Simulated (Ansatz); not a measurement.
A series at Ge: from `C[NH][Ge]([F])([F])[F]`, ligands are replaced one by one, each step taking up H₂ and setting free H–F; n counts the steps. Ansatz, PBE0-D4/def2-TZVP geometries. Each molecule was computed in one conformer, which needn't be the lowest.

CBS adds triple-zeta CCSD(T) − MP2 to the MP2 limit, frozen cores; atoms without spin–orbit coupling. Outer-core shells of Ge are correlated without core-valence functions. Scalar relativity is left out up to krypton. Spin–orbit coupling is left out.

| n | molecule | atomization energy, CCSD(T)/CBS (kJ/mol) |
| --- | --- | --- |
| 0 | `C[NH][Ge]([F])([F])[F]` | 3762.0 |
| 1 | `C[NH][GeH]([F])[F]` | 3587.6 |
| 2 | `C[NH][GeH2][F]` | 3400.9 |
| 3 | `C[NH][GeH3]` | ? |

Q: By hand: fit a straight line y = ȳ + b (n − n̄) to the 3 given rows and predict n = 3.

A: n̄ = 1.000, ȳ = 3583.50; Σ(n − n̄)(y − ȳ) = -361.10, Σ(n − n̄)² = 2.000, so b = -180.55 kJ/mol a step. Prediction: 3583.50 + (-180.55) × (2.000) = 3222.4 kJ/mol.

Q: By hand: compare with the computed value, 3207.0 kJ/mol, and give the steps along the whole series.

A: The line misses by -15.4 kJ/mol (computed minus predicted). Steps: -174.4, -186.7, -193.9 kJ/mol.

The steps differ by up to 19.5 kJ/mol, small against a whole step but well beyond the method's doubt, so the ligands' effects don't simply add. The miss is 2.8 % of the series' range. The energies themselves are unsure by some kJ/mol a bond, though much of that is common to the series.
